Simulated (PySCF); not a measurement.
# Exercise with solution: oscillator strength and radiative lifetime

CH4BeSSe, SMILES [S]([Be][SeH])C.

Geometry optimised at TPSSh-D3(BJ)/def2-SVP. The structure was generated by enumeration; whether it is a known compound was not checked. Other conformers were not sampled.

TDDFT-PBE/def2-SVPD run with PySCF puts the first singlet state with f over 0.02 at 4.93 eV (vertical), with the transition dipole (-0.349, -0.736, -0.771) in atomic units.

### Question
Find the oscillator strength, the wavelength and the radiative lifetime that this transition would have in vacuum if emission retraced absorption.

### Answer

|μ|² = 1.2579 au, so |μ| = 2.85 D. ΔE = 4.93/27.211 = 0.1812 hartree. f = (2/3) ΔE |μ|² = 0.152 (the program prints 0.152).
λ = 1239.84/4.93 = 251 nm; ν = 39763 cm⁻¹.
Einstein's coefficient A = 0.6670 ν² f s⁻¹ (ν in cm⁻¹) = 1.6e8 s⁻¹, so τ = 1/A = 6.2 ns. This state is S4; the lower singlets have f = 0.000, 0.001, 0.002. The figure is the radiative limit of this one transition; relaxation, internal conversion, crossing to triplets and a medium change what is measured.
